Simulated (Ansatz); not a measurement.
Cost and result for the atomization energy of CH$_{5}$BN$_{2}$ (`NC1BN1`) (9 atoms, 9 bonds).

```xyz
9

N     0.5463   -1.3417   -0.0620
C     0.5301    0.0791   -0.1200
B    -0.6110    0.9166   -0.7677
N    -0.5130    0.8683    0.5743
H    -0.3508   -1.7542   -0.2757
H     0.8694   -1.6991    0.8284
H     1.5361    0.4875   -0.0298
H    -1.2540    1.3403   -1.6688
H    -0.7531    1.1033    1.5213
```

Charge 0, multiplicity 1. All single points use the PBE0-D4/def2-TZVP geometry. It is one conformer, not always the lowest. Program: Ansatz. Hardware: A = 2 threads of an AMD EPYC 7R13 on a shared host; B = 2 threads of an AMD EPYC 7R13 on a shared host and a share of an NVIDIA H100 80 GB. Times are those of one run each, without the atoms' runs, and a repeat can differ threefold. Electronic energies, without spin–orbit coupling; frozen cores. CCSD(T)/CBS extrapolates def2-TZVPP and def2-QZVPP, and its time is that of the two runs behind it. T1 = 0.013. B3LYP takes the VWN-RPA correlation (the form of Gaussian; ORCA's B3LYP/G).

CCSD(T)/CBS is a level of theory with its own doubt, some kJ/mol a heavy atom from the limit and from the frozen cores, so smaller differences don't rank the functionals.

```
                                 level  functions  wall time
   PBE-D4/def2-TZVPP (with forces) [A]        194      1.7 s
                PBE0-D4/def2-TZVPP [A]        194      1.9 s
                CCSD(T)/def2-TZVPP [B]        194      2.1 s
 B3LYP-D4/def2-TZVPP (with forces) [A]        194      2.4 s
r2SCAN-D4/def2-TZVPP (with forces) [A]        194        3 s
                 B2PLYP/def2-TZVPP [A]        194      3.3 s
                ωB97X-V/def2-TZVPP [A]        194      4.6 s
  ωB97M-V/def2-TZVPP (with forces) [A]        194        6 s
                CCSD(T)/def2-QZVPP [B]        378       14 s
                     CCSD(T)/CBS(def2)          –       16 s
```

(1) What atomization energy does each give, and how far from CCSD(T)/CBS? (An estimate is asked.)

## Answers

(1) The calculation gave: 
| level | atomization (kJ/mol) | difference from CCSD(T)/CBS | per bond |
| --- | --- | --- | --- |
| PBE-D4/def2-TZVPP (with forces) [A] | 3456.2 | 144.1 | 16.0 |
| PBE0-D4/def2-TZVPP [A] | 3367.0 | 54.9 | 6.1 |
| CCSD(T)/def2-TZVPP [B] | 3210.5 | -101.6 | -11.3 |
| B3LYP-D4/def2-TZVPP (with forces) [A] | 3359.3 | 47.2 | 5.2 |
| r2SCAN-D4/def2-TZVPP (with forces) [A] | 3334.2 | 22.1 | 2.5 |
| B2PLYP/def2-TZVPP [A] | 3309.9 | -2.2 | -0.2 |
| ωB97X-V/def2-TZVPP [A] | 3352.3 | 40.2 | 4.5 |
| ωB97M-V/def2-TZVPP (with forces) [A] | 3360.2 | 48.1 | 5.3 |
| CCSD(T)/def2-QZVPP [B] | 3271.1 | -41.0 | -4.6 |
| CCSD(T)/CBS(def2) | 3312.1 | 0.0 | 0.0 |

The D4 term adds +20.5 kJ/mol with B3LYP and +10.5 kJ/mol with PBE0; it sums over pairs of atoms, weighted by their polarisabilities, and B3LYP, whose exchange is more repulsive, gets the larger term. In def2-TZVPP, CCSD(T) changes the Hartree–Fock value by +946.9 kJ/mol (the triples alone add +59.4 kJ/mol) and MP2 by +1014.0 kJ/mol; breaking electron pairs costs correlation energy, which Hartree–Fock lacks. From PBE to PBE0 (25 % exact exchange), in def2-TZVPP and without D4, the atomization energy moves by −86.9 kJ/mol: exact exchange takes away binding that semilocal exchange gives to molecules.
